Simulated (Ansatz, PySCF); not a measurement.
VF5, SMILES [F][V]([F])([F])([F])[F], multiplicity 1. Atoms are numbered in the order given.

```xyz
6

V      0.0004     0.0000     0.0000
F      0.0011     0.0000     1.7210
F      0.0011     0.0000    -1.7210
F     -1.6838     0.0000     0.0000
F      0.8406     1.4598     0.0000
F      0.8406    -1.4598     0.0000
```
Charge 0, spin multiplicity 1.

Coordinates come from a ωB97X-D3(BJ)/def2-SVP optimisation. The multiplicity is an assumed one; no other spin state was optimised. The isomer is the one that the SMILES or the coordinates give; other isomers of the formula were not compared.

Two levels are set side by side: PBE-D3(BJ)/def2-SVP (Ansatz, a quantum-chemistry and plane-wave program) and ωB97X-D3(BJ)/def2-SVP (PySCF). Each level has its own optimised geometry; the coordinates shown are those of the second. Frequencies come from the Hessian of PySCF at each geometry. Differences are taken from unrounded values.

```json
[
 {"quantity": "mean bond length (Å)", "ωB97X-D3(BJ)": "1.699"},
 {"quantity": "bond V1–F2 (Å)", "ωB97X-D3(BJ)": "1.721"},
 {"quantity": "bond V1–F3 (Å)", "ωB97X-D3(BJ)": "1.721"},
 {"quantity": "bond V1–F4 (Å)", "ωB97X-D3(BJ)": "1.684"},
 {"quantity": "bond V1–F5 (Å)", "ωB97X-D3(BJ)": "1.684"},
 {"quantity": "bond V1–F6 (Å)", "ωB97X-D3(BJ)": "1.684"},
 {"quantity": "highest harmonic wavenumber (cm⁻¹)", "ωB97X-D3(BJ)": "857"},
 {"quantity": "mean harmonic wavenumber (cm⁻¹)", "ωB97X-D3(BJ)": "485"},
 {"quantity": "zero-point energy (kcal/mol)", "ωB97X-D3(BJ)": "8.32"}
]
```

**Question.** What does PBE-D3(BJ) give, and how far is it from ωB97X-D3(BJ)? (The exact figures need the calculation; the answer reports its results.)

**Answer.** 
| quantity | PBE-D3(BJ) | PBE-D3(BJ) minus ωB97X-D3(BJ) |
|---|---|---|
| mean bond length (Å) | 1.726 | 0.027 |
| bond V1–F2 (Å) | 1.748 | 0.027 |
| bond V1–F3 (Å) | 1.748 | 0.027 |
| bond V1–F4 (Å) | 1.711 | 0.027 |
| bond V1–F5 (Å) | 1.711 | 0.027 |
| bond V1–F6 (Å) | 1.711 | 0.027 |
| highest harmonic wavenumber (cm⁻¹) | 805 | -52 |
| mean harmonic wavenumber (cm⁻¹) | 456 | -29 |
| zero-point energy (kcal/mol) | 7.82 | -0.50 |

Exact exchange shortens and stiffens bonds; PBE has none. Differences between two approximate levels are no errors against the true value.
